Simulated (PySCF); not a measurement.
**Br(2+): excitation energy**

Br(2+) [Ar] 3d10 4s2 4p3 (4S) → Br(2+) [Ar] 3d10 4s1 4p4 (4P), as a difference of total energies. Computed with PySCF 2.14 in aug-cc-pVTZ-PP with ECP10MDF (6s5p4d2f, 55 functions), with scalar relativity through the core potential. Correlated levels: valence: 3s2 3p6 3d10 frozen. The calculations carry no spin-orbit coupling.

| method | excitation energy (eV) |
| --- | --- |
| UHF | 13.183 |
| LDA | 13.634 |
| PBE | 13.428 |
| PBE0 | 13.416 |
| r2SCAN | 13.153 |
| M06-L | 13.440 |
| M06-2X | 13.180 |
| PW91 | 13.438 |
| MN15 | 13.043 |
| MP2 (valence) | 13.135 |
| SCS-MP2 (valence) | 13.125 |

Task: How much does correlation contribute at MP2 (valence)?

Result: 13.135 − (13.183) = -0.048 eV, measured against UHF.
